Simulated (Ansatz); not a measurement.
`C[N]=[W](=[O])([OH])[OH]` + CH₃OH → `C[N]=[W](=[O])([OH])[O]C` + H₂O  (ligand exchange at a W–O bond)

Calculated with Ansatz (gas phase, PBE0-D4/def2-TZVP geometries, no zero-point term in ΔE). CCSD(T)/CBS adds triple-zeta CCSD(T) − MP2 to the extrapolated MP2 energy (def2 sets, frozen cores). This one scheme is used for every species. DFT in def2-TZVPP. HSE06 is defined as in plane-wave codes. def2 core potentials past Kr. For W outer-core shells are correlated without core-valence functions, which leaves a few kJ/mol of doubt a bond. Each species was taken in one conformer, which may not be the lowest.

```
             level  ΔE (kJ/mol)  difference from CCSD(T)/CBS
         r2SCAN-D4         -9.2                          4.0
            B97M-V         -9.0                          4.2
        r2SCAN0-D4         -8.8                          4.4
          HSE06-D4         -9.3                          3.9
          BHLYP-D4        -11.3                          1.9
          PBE-QIDH        -10.2                          3.0
           r2SCAN0         -7.1                          6.1
             HSE06         -5.7                          7.5
         CAM-B3LYP         -5.8                          7.4
  CCSD(T)/def2-SVP        -14.1                         -0.9
     HF/def2-TZVPP         -4.0                          9.2
CCSD(T)/def2-TZVPP        -13.5                         -0.3
     HF/def2-QZVPP         -4.6                          8.6
    MP2/def2-QZVPP        -16.2                         -3.0
SCS-MP2/def2-QZVPP        -13.3                         -0.1
    CCSD/CBS(def2)        -10.9                          2.3
       CCSD(T)/CBS        -13.2                            0
```

What do rigid-rotor, harmonic-oscillator terms from PBE0-D4/def2-TZVP frequencies (298.15 K, 1 bar) make of the CCSD(T)/CBS value? (An estimate is asked.)

Computed: ΔZPE = -3.8 kJ/mol, ΔH = -13.6 kJ/mol, ΔS = -4 J/(mol·K), ΔG = -12.2 kJ/mol.

Largest T1 diagnostic among the species: 0.021, so the coupled-cluster value is less sure than usual.

The D4 term adds −6.0 kJ/mol with B3LYP and −3.6 kJ/mol with PBE0; it sums over pairs of atoms, weighted by their polarisabilities, and B3LYP, whose exchange is more repulsive, gets the larger term. In def2-TZVPP, CCSD(T) changes the Hartree–Fock value by −9.5 kJ/mol (the triples alone add −2.3 kJ/mol) and MP2 by −12.2 kJ/mol. Leaving LDA and LC-ωPBE aside and taking each functional with its dispersion term where it has one, the values, not all of them listed here, spread over 4.8 kJ/mol, from BLYP-D4 to ωB97X-V. LDA lies −3.5 kJ/mol from PBE without D4.

CCSD(T)/CBS has its own doubt, a few kJ/mol and more with outer-core shells, so smaller differences from it don't rank the levels.

B3LYP here is the variant with VWN-RPA as its local correlation; programs differ in this.
